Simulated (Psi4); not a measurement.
ditellurium (Te₂), triplet, geometry from GFN2-xTB (core potentials on Te).

Psi4 was given this input:
```
memory 2 GB

molecule mol {
0 3
  Te   -0.000000   -0.000000   -1.300999
  Te    0.000000    0.000000    1.300999
}

set basis def2-svp
set reference uks

energy('r2scan')
print_variables()
```

**Question.** What does this run give for the number of basis functions, total energy, dipole moment, <S^2>, nuclear repulsion energy?

**Answer.** 
```json
{
  "number_of_basis_functions": "52",
  "total_energy": "-536.2727 Eh",
  "dipole_moment": "0.00 D",
  "<S^2>": "2.005",
  "nuclear_repulsion_energy": "117.1431 Eh"
}
```

These values belong to the state on which the SCF converged, which isn't shown to be the lowest.
